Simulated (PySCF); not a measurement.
# Telling isomers of C6H7FO2 apart by NMR

Computed data (PySCF 2.14.0 with density-fitted response routines): GFN2-xTB geometry, shielding tensors at PBE0/pcSseg-1 (GIAO). Non-relativistic Hamiltonian, one computed conformer, isolated molecule, equivalent nuclei averaged.

Scale: TMS for ¹H (σ = 31.72 ppm) and ¹³C (σ = 186.93 ppm) (reference shieldings calculated alike). Splittings of carbon signals by F and P are missing where no couplings were computed. Where no couplings were computed, multiplicities follow the n + 1 count of equivalent neighbours, and m marks all less simple cases (inequivalent or close neighbours, rings, F or P nearby). Shifts are as computed. Against solution values, carbons near 30 ppm lie about +3 ppm off and those near 130 ppm about +5 ppm. Of 1211 compounds with measured shifts, 218 miss one by over three times the rms of a fit or turn the order of signals round; such compounds aren't used in these exercises.

(1) Tabulate the signals of `CO/C=C(\C)C(F)=C=O`, `COC1=C[C@@H](F)C=CO1`, `FCOC1=CCC=CO1` and their relative energies.

(2) What is the quickest way to tell COC1=C[C@@H](F)C=CO1 from FCOC1=CCC=CO1?

(3) What is the quickest way to tell CO/C=C(\C)C(F)=C=O from COC1=C[C@@H](F)C=CO1?

(4) What is the quickest way to tell CO/C=C(\C)C(F)=C=O from FCOC1=CCC=CO1?

## Answers

(1) 
```tsv
SMILES	carbon types	δC	δH	E rel. (kcal/mol)
CO/C=C(\C)C(F)=C=O	3×C 1×CH 2×CH3	287.8, 142.3, 140.4, 102.0, 60.8, 9.1	6.04 (m, 1H), 3.90 (s, 3H), 1.59 (s, 3H)	23.9
COC1=C[C@@H](F)C=CO1	1×C 4×CH 1×CH3	166.4, 148.8, 111.0, 83.8, 81.7, 54.6	6.88 (m, 1H), 6.02 (m, 1H), 5.68 (m, 1H), 4.91 (m, 1H), 3.89 (s, 3H)	0.0
FCOC1=CCC=CO1	1×C 3×CH 2×CH2	160.8, 146.6, 109.8, 103.6, 77.2, 25.7	6.30 (d, 1H), 5.96 (m, 2H), 4.96 (m, 1H), 4.10 (t, 1H), 3.16 (m, 2H)	3.6
```

Energies are electronic energies at PBE0/pcSseg-1 on these geometries, without zero-point or thermal terms, each for the one conformer computed, which needn't be the lowest.

(2) Both give the same number of carbon signals, but DEPT or the intensities differ. The first has a methyl carbon bonded to O (CH3) at 54.6 ppm, the second an sp3 CH2 bonded to F and O at 103.6 ppm. Their most deshielded carbons lie at 166.4 and 160.8 ppm. In the proton spectra the most deshielded non-exchanging signals are 6.88 (m, 1H) and 6.30 (d, 1H).

(3) Both give the same number of carbon signals, but DEPT or the intensities differ. The first has a central carbon of a ketene (C) at 287.8 ppm, the second a β carbon of an enol-ether or enamine type C=C (CH) at 81.7 ppm. Their most deshielded carbons lie at 287.8 and 166.4 ppm. In the proton spectra the most deshielded non-exchanging signals are 6.04 (m, 1H) and 6.88 (m, 1H).

(4) Both give the same number of carbon signals, but DEPT or the intensities differ. The first has a central carbon of a ketene (C) at 287.8 ppm, the second an sp3 CH2 bonded to F and O at 103.6 ppm. Their most deshielded carbons lie at 287.8 and 160.8 ppm.
